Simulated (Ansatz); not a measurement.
System: C2H8Ge, net charge 0, singlet state. 
Coordinates optimised at B3LYP-D3(BJ)/def2-TZVP (Ansatz, an electronic-structure program):
SMILES: [GeH2]([CH3])[CH3]
```xyz
11

C     -1.6139    -0.6614    -0.3459
Ge    -0.0001     0.3466     0.1540
C      1.6143    -0.6993    -0.2587
H     -2.5123    -0.0876    -0.1198
H     -1.6027    -0.8833    -1.4132
H     -1.6548    -1.6019     0.2040
H     -0.0371     0.6692     1.6643
H      0.0365     1.6837    -0.6189
H      1.6033    -1.6402     0.2920
H      2.5123    -0.1466     0.0158
H      1.6554    -0.9216    -1.3253
```

Dipole moments at this geometry, in debye (magnitudes).

```json
[
 {"level": "SVWN5/def2-TZVPD", "program": "Ansatz", "dipole (D)": "0.68"},
 {"level": "PBE/def2-TZVPD", "program": "Ansatz", "dipole (D)": "0.69"},
 {"level": "BLYP/def2-TZVPD", "program": "Ansatz", "dipole (D)": "0.68"},
 {"level": "revPBE/def2-TZVPD", "program": "Ansatz", "dipole (D)": "0.70"},
 {"level": "r2SCAN/def2-TZVPD", "program": "Ansatz", "dipole (D)": "0.70"},
 {"level": "B3LYP/def2-TZVPD", "program": "Ansatz", "dipole (D)": "0.67"},
 {"level": "PBE0/def2-TZVPD", "program": "Ansatz", "dipole (D)": "0.68"},
 {"level": "r2SCANh/def2-TZVPD", "program": "Ansatz", "dipole (D)": "0.69"},
 {"level": "HSE06/def2-TZVPD", "program": "Ansatz", "dipole (D)": "0.68"},
 {"level": "CAM-B3LYP/def2-TZVPD", "program": "Ansatz", "dipole (D)": "0.64"},
 {"level": "LC-wPBE/def2-TZVPD", "program": "Ansatz", "dipole (D)": "0.64"},
 {"level": "wB97M-V/def2-TZVPD", "program": "Ansatz", "dipole (D)": "0.65"},
 {"level": "wB97X-V/def2-TZVPD", "program": "Ansatz", "dipole (D)": "0.66"},
 {"level": "CCSD(T)/aug-cc-pVDZ", "program": "Ansatz", "dipole (D)": "[?]"}
]
```

Q: Fill in the missing entries.

A: 
- CCSD(T)/aug-cc-pVDZ, dipole (D): 0.64
